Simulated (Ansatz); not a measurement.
Molecule: C7H13, charge 0, multiplicity 2. It need not be the lowest isomer of its formula. SMILES: C=C[CH]C(C)(C)C
Structure (B3LYP-D3(BJ)/def2-TZVP (Ansatz, a quantum-chemistry and plane-wave program) minimum search):
```xyz
20

C     -1.2185    -0.2471     1.2759
C     -0.7726    -0.1963    -0.1881
C     -1.6100     0.8601    -0.9368
C     -1.0156    -1.5723    -0.8401
C      0.6821     0.1530    -0.3436
C      1.5954     0.4160     0.6566
C      2.9235     0.7322     0.4458
H     -0.6620    -0.9997     1.8373
H     -1.0815     0.7169     1.7691
H     -2.2778    -0.5036     1.3340
H     -2.6719     0.6063    -0.8949
H     -1.4753     1.8481    -0.4937
H     -1.3178     0.9179    -1.9872
H     -2.0756    -1.8338    -0.7979
H     -0.4491    -2.3510    -0.3269
H     -0.7104    -1.5675    -1.8884
H      1.0358     0.1986    -1.3714
H      1.2540     0.3734     1.6857
H      3.5931     0.9286     1.2709
H      3.3327     0.7924    -0.5549
```
Charge 0, spin multiplicity 2.

Wanted: atomisation energy (electronic, to ground-state atoms), in eV. Cores are frozen in the correlated levels unless marked. Open shells are spin-unrestricted. Spin-orbit coupling is left out. No relativistic terms. The coupled-cluster limit lacks core correlation, which all-electron functionals hold. CBS(X,Y): correlation extrapolated as X^-3; Hartree-Fock from the larger set. [CCSD(T)-MP2]/basis is that difference in the basis named.

| level | program | atomisation energy (eV) |
|---|---|---|
| SVWN5/def2-TZVPD | Ansatz | 95.84 |
| BLYP-D3(BJ)/def2-TZVPD | Ansatz + dftd3 | 84.17 |
| revPBE-D3(BJ)/def2-TZVPD | Ansatz + dftd3 | 84.25 |
| B97M-V/def2-TZVPD | Ansatz | 84.63 |

Problem. What does RI-MP2/CBS(cc-pVTZ,cc-pVQZ)+[CCSD(T)-MP2]/cc-pVTZ (Ansatz) give?

Solution. 84.41 eV
